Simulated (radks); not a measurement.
Spherical quantum dot in the effective-mass picture: electrons in a parabolic well V = omega^2 r^2 / 2 with omega = 0.117, with a point charge +1 (a donor) at the centre, all in effective atomic units (hartree* = m*/eps^2 hartree, bohr* = eps/m* bohr), one dielectric constant everywhere. Calculated with a radial shooting solver with Libxc functionals: non-relativistic Kohn-Sham, exchange-only LDA, spin-polarised, spherical densities. Levels are named by radial order and angular momentum (1s, 1p, 1d, 2s, ...), and open shells are averaged over m.

N = 37, configuration 1s2 1p6 1d10 2s2 1f14 2p(up 3, down 0). This is the lowest configuration that the search found. Occupied levels:

| level | occupation | eigenvalue (hartree*) | <r> (bohr*) |
|---|---|---|---|
| 1s up | 1 | 3.7473 | 3.689 |
| 1s down | 1 | 3.7593 | 2.761 |
| 1p up | 3 | 3.7979 | 9.340 |
| 2s up | 1 | 3.7984 | 8.814 |
| 2s down | 1 | 3.8011 | 9.635 |
| 1p down | 3 | 3.8077 | 10.23 |
| 1d up | 5 | 3.8240 | 10.47 |
| 1d down | 5 | 3.8293 | 10.83 |
| 1f up | 7 | 3.8540 | 11.21 |
| 1f down | 7 | 3.8571 | 11.34 |
| 2p up | 3 | 3.8671 | 8.933 |

Energy (hartree*): total 82.6726, kinetic 2.7943, external 23.476, Hartree 60.443, exchange-correlation -4.0403.

Electron density:

| r (bohr*) | n(r) (e/bohr*^3) |
|---|---|
| 0.957 | 0.05550 |
| 2.02 | 0.01155 |
| 3.09 | 0.004290 |
| 4.16 | 0.002973 |
| 5.22 | 0.002799 |
| 6.29 | 0.002862 |
| 7.35 | 0.003089 |
| 8.42 | 0.003469 |
| 9.49 | 0.003822 |
| 10.6 | 0.003851 |
| 11.6 | 0.003320 |
| 12.7 | 0.002310 |
| 13.8 | 0.001220 |
| 14.8 | 0.0004708 |
| 15.9 | 0.0001314 |
| 16.9 | 0.00002572 |
| 18.0 | 3.655e-06 |
| 19.1 | 3.651e-07 |
| 20.1 | 2.594e-08 |
| 21.2 | 1.367e-09 |
